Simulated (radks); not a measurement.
Problem. Species: Re VIII. Configuration: [Xe] 4f14 (the NIST ground configuration). Method: Dirac Kohn-Sham, PBE, spin-unpolarised, spherical densities, point nucleus; computed with a radial shooting solver on a logarithmic mesh with Libxc functionals. Some entries of the table are withheld. Estimate them.

orbital  occ.  eigenvalue (hartree)  <r^2> (bohr^2)  r(max) (bohr)
1s1/2       2             -2633.483       0.0004477        0.01123
2s1/2       2             -459.2320        0.006816        0.06471
2p1/2       2             -439.5164        0.004859        0.04802
2p3/2       4             -386.6019        0.006057        0.05496
3s1/2       2             -109.0367         0.04446         0.1822
3p1/2       2                   (1)         0.04075         0.1705
3p3/2       4                   (2)         0.04730         0.1847
3d3/2       4             -74.03213         0.03658         0.1445
3d5/2       6             -71.53714         0.03837         0.1484
4s1/2       2             -25.55246          0.2191         0.4130
4p1/2       2             -21.88827             (3)         0.4125
4p3/2       4             -19.20691             (4)         0.4422
4d3/2       4             -13.19801             (5)         0.4381
4d5/2       6             -12.70238             (6)         0.4475
5s1/2       2              -6.56283           1.142            (7)
5p1/2       2                   (8)           1.328            (9)
4f5/2       6              -5.12826          0.3973         0.4140
4f7/2       8              -5.03480          0.4086         0.4188
5p3/2       4                  (10)           1.524           (11)

Solution. 
(1) 3p1/2 eigenvalue (hartree): -100.2510
(2) 3p3/2 eigenvalue (hartree): -88.75728
(3) 4p1/2 <r^2> (bohr^2): 0.2256
(4) 4p3/2 <r^2> (bohr^2): 0.2603
(5) 4d3/2 <r^2> (bohr^2): 0.2818
(6) 4d5/2 <r^2> (bohr^2): 0.2947
(7) 5s1/2 r(max) (bohr): 0.9307
(8) 5p1/2 eigenvalue (hartree): -5.41013
(9) 5p1/2 r(max) (bohr): 0.9881
(10) 5p3/2 eigenvalue (hartree): -4.95672
(11) 5p3/2 r(max) (bohr): 1.062
